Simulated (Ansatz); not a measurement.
C2H5AlCl, SMILES `C[CH2][Al][Cl]` radical, one more setting.

```yaml
crystal:
  periodic: [false, false, false]
  atoms:
    - {symbol: C, position_ang: [-0.151619, 0.790105, 0.035114]}
    - {symbol: C, position_ang: [-0.154481, -0.457798, 0.895794]}
    - {symbol: Al, position_ang: [0.546917, -1.848627, -0.566999]}
    - {symbol: Cl, position_ang: [1.042432, -1.534619, -2.329577]}
    - {symbol: H, position_ang: [-0.686229, 1.093508, -1.012322]}
    - {symbol: H, position_ang: [-0.466933, 1.755693, 0.655487]}
    - {symbol: H, position_ang: [1.172829, 1.023301, -0.246523]}
    - {symbol: H, position_ang: [0.306619, -0.648382, 1.462294]}
    - {symbol: H, position_ang: [-1.119361, -0.610436, 1.018559]}
basis:
  gaussian: {orbitals: cc-pVTZ}
magnetization: {spin_polarized: true, initial_magnetization: 1}
hamiltonian: {xc: {name: B2PLYP}}
```

```sh
$ ansatz run in.yaml --threads 2 --pin off --events-out ev --progress --plain --max-ram 31744MiB --backend cpu
```

Shortened log:

```
Functional definition: B2PLYP
1136 factors; integrals over basis functions are off by at most 9.7e-4 eV
mean field evaluation 1: about -21248.2736 eV, gradient 4.0e1 eV
mean field evaluation 2: about -21248.4003 eV, gradient 4.0e1 eV
mean field evaluation 4: about -21256.4497 eV, gradient 3.9e0 eV
mean field evaluation 8: about -21256.5877 eV, gradient 5.1e-1 eV
mean field evaluation 16: about -21256.5914 eV, gradient 2.5e-3 eV
mean field -21256.59140076 eV, -781.1653257429 hartree, gradient 4.6e-6 eV, S^2 0.760276; 0 other end points of the search recorded, 0 dependent functions left out
12 core orbitals not correlated: weight in the atoms' cores, before any rotation towards them, 1.000 or more for the frozen orbitals, at most 0.000 for the correlated occupied ones
reference -21256.59156795 eV, -781.1653318870 hartree; 12, 11 occupied and 174, 175 virtual orbitals, 1136 factors
second order -20.06364401 eV of doubles, -0.00000000 eV of singles
Total energy: -21262.00875183 eV, -781.3644097228 hartree
```

Hardware: 2 threads of an AMD EPYC 7R13 on a shared host. Wall time 8.1 s, peak host memory 0.57 GiB.
